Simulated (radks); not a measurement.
Q: V I, configuration [Ar] 3d3 4s2 (the NIST ground configuration). Calculated with a radial shooting solver on a logarithmic mesh with Libxc functionals: Dirac Kohn-Sham, PBEsol, spin-unpolarised, spherical densities, finite nucleus; open shells are shared between the two j in proportion to 2j + 1; Fermi nuclear charge, rms radius 3.6002 fm.

Spin-orbit splittings of the eigenvalues, e(l+1/2) - e(l-1/2), with zeta = 2 splitting/(2l+1) and mean radii in bohr:

shell  occ.  splitting (eV)  zeta (eV)  <r> j=l-1/2  <r> j=l+1/2
2p        6           7.087      4.725       0.2724       0.2751
3p        6               ?          ?        1.012        1.020
3d        3         0.06574    0.02630        1.445        1.452

Estimate the 3p splitting.

A: 0.8335 eV (zeta = 0.5557 eV).
